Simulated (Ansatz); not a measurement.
The cluster GeO2⁻. Charge -1, multiplicity 2. Geometry relaxed at PBE-D4/def2-TZVPD.

```xyz
3

Ge   -0.1045    0.4199    0.1736
O     1.5509    0.2229   -0.2316
O    -1.4463   -0.6428    0.0580
```

The relaxation made no stability test and no search for a lower SCF solution. The structure comes from a short search, and lower isomers may exist.

Task: Estimate the harmonic wavenumbers at UKS PBE-D4/def2-TZVPD (Ansatz, unscaled). Is this a minimum?

Result: 230, 740, 796 cm⁻¹. Yes, no mode is imaginary beyond noise. Zero-point energy 10.6 kJ/mol. Run time 6 s (4 threads of Arm Neoverse V2 on a shared host).
